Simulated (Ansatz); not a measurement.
## A rate constant, worked out

An elementary step of Si2H6SO, singlet (Si₂H₆SO ([OH][SiH]([SiH3])[SH]) → Si₂H₄S ([SiH3][SiH][S]) + H₂O (still joined by a long Si–O bond); Si–O, S–H broken or loosened, O–H formed or tightened). The start structure is the reactant molecule, and the electronic barrier above it is 1.666 eV by CCSD(T) at an estimated basis limit (MP2 extrapolated from triple and quadruple zeta, plus CCSD(T) − MP2 in triple zeta). Computed with Ansatz 0.2.0 (basis: def2-TZVPP and def2-QZVPP); correlated methods freeze the cores. Extrapolation: Hartree–Fock as exp(−7.88 √X), correlation as X^−2.97. Harmonic wavenumbers at PBE0-D4/def2-TZVP (Ansatz 0.2.0), in cm⁻¹:

Start: 97, 112, 174, 201, 257, 310, 405, 500, 501, 533, 669, 767, 837, 853, 882, 924, 935, 939, 2203, 2216, 2229, 2233, 2704, 3897.

Saddle: 1033i, 86, 114, 149, 362, 410, 453, 485, 506, 629, 653, 708, 796, 857, 885, 932, 934, 1190, 1743, 2173, 2212, 2228, 2243, 3802.

Work out the transition-state-theory rate constant at 400 K from these numbers alone (harmonic vibrations; rotation, path degeneracy and anharmonicity left out), and the Wigner tunnelling factor. Use 1 cm⁻¹ = 1.2398 × 10⁻⁴ eV and k_B = 8.617 × 10⁻⁵ eV/K.

Zero-point energies, half the sums: start 25378/2 cm⁻¹ = 1.5732 eV; saddle, real modes only, 24550/2 cm⁻¹ = 1.5219 eV.
Barrier with zero-point energy: 1.666 + 1.5219 − 1.5732 = 1.6147 eV.
k_BT = 0.03447 eV, so the barrier is 46.84 k_BT.
Vibrational partition functions from the zero-point level, ln q = −Σ ln(1 − exp(−hν/k_BT)): start 5.853, saddle 4.986.
k = (k_BT/h) exp(ln q‡ − ln q) exp(−E0/k_BT), with log₁₀(k_BT/h in s⁻¹) = 12.92: log₁₀ k = 12.92 + (-0.867 − 46.84)/2.3026 = -7.80, so k ≈ 2 × 10^(-8) s⁻¹.
Wigner factor: 1 + (hν‡/k_BT)²/24 = 1 + (3.72)²/24 = 1.58. A change of 1 kcal/mol (0.043 eV) in the barrier would change k by a factor of 3.5 at this temperature.

T1 diagnostic: at most 0.015.

Labels in which every atom is bracketed show which atoms are joined, not bond orders.

For scale, one of the runs: CCSD(T)/def2-TZVPP, 241 basis functions, launched by `ansatz run in.yaml --threads 4 --pin off --events-out ev --progress --plain --max-ram 9574MiB`. Hardware: 4 CPU threads of an Intel Xeon 6975P-C, shared host. Wall time 25 s; peak host memory 4.5 GiB.
